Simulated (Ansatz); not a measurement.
Reaction (ligand exchange at a B–C bond): `BC(F)CCl` + `O[CH2][GeH3]` → `BO[CH2][GeH3]` + `FCCCl`

Computed with Ansatz on PBE0-D4/def2-TZVP structures; ΔE is electronic, products minus reactants. CCSD(T)/CBS is the MP2 limit (def2-TZVPP, def2-QZVPP) plus CCSD(T) − MP2 in def2-TZVPP, frozen cores. This one scheme is used for every species. Functionals use def2-TZVPP. For Ge outer-core shells are correlated without core-valence functions, which leaves a few kJ/mol of doubt a bond. Scalar relativity is left out up to krypton. Each species was taken in one conformer, which may not be the lowest.

`BC(F)CCl`:

Cartesian coordinates in Å:
```
B 0.227 1.089 -1.038
C 0.529 0.039 0.073
F 1.575 -0.817 -0.233
C -0.660 -0.760 0.547
Cl -0.327 -1.656 2.050
H 0.954 1.214 -1.973
H -0.712 1.813 -0.889
H 0.865 0.672 0.919
H -0.951 -1.498 -0.200
H -1.500 -0.096 0.745
```

`O[CH2][GeH3]`:

```xyz
9

O    -0.880    1.408   -0.243
C    -0.557    0.245    0.494
Ge    0.878   -0.704   -0.460
H    -1.581    1.879    0.214
H    -1.417   -0.431    0.593
H    -0.205    0.484    1.506
H     0.400   -1.107   -1.863
H     1.244   -1.971    0.336
H     2.117    0.197   -0.576
```

`BO[CH2][GeH3]`:

```xyz
11

B     0.915   -1.786   -0.659
O    -0.013   -0.840   -0.864
C     0.205    0.522   -0.528
Ge   -1.009    1.066    0.930
H     1.984   -1.492   -0.190
H     0.620   -2.904   -0.964
H     1.245    0.686   -0.231
H     0.000    1.127   -1.415
H    -2.467    0.858    0.497
H    -0.769    2.551    1.251
H    -0.711    0.212    2.173
```

`FCCCl`:

Z-matrix (Å, degrees):
```
C
C 1 1.509
F 1 1.381 2 108.5
H 1 1.093 2 110.9 3 -119.1
H 1 1.093 2 110.9 3 119.1
Cl 2 1.776 1 109.1 3 179.9
H 2 1.089 1 111.1 3 61.0
H 2 1.089 1 111.1 3 -61.2
```

```csv
level,ΔE (kJ/mol),difference from CCSD(T)/CBS
PBE-D4,-157.5,3.6
r2SCAN-D4,-159.8,1.3
PBE0-D4,-156.5,4.6
ωB97X-V,-158.0,3.1
ωB97M-V,-158.6,2.5
B2PLYP,-166.1,-5.0
PBE,-158.1,3.0
PBE0,-156.9,4.2
HF/def2-TZVPP,-165.0,-3.9
MP2/def2-TZVPP,-165.5,-4.4
SCS-MP2/def2-TZVPP,-166.4,-5.3
CCSD/def2-TZVPP,-162.9,-1.8
CCSD(T)/def2-TZVPP,-164.2,-3.1
SCS-MP2/def2-QZVPP,-164.8,-3.7
HF/CBS(def2),-165.4,-4.3
MP2/CBS(def2),-162.4,-1.3
CCSD(T)/CBS,-161.1,0
```

Largest T1 diagnostic among the species: 0.013.
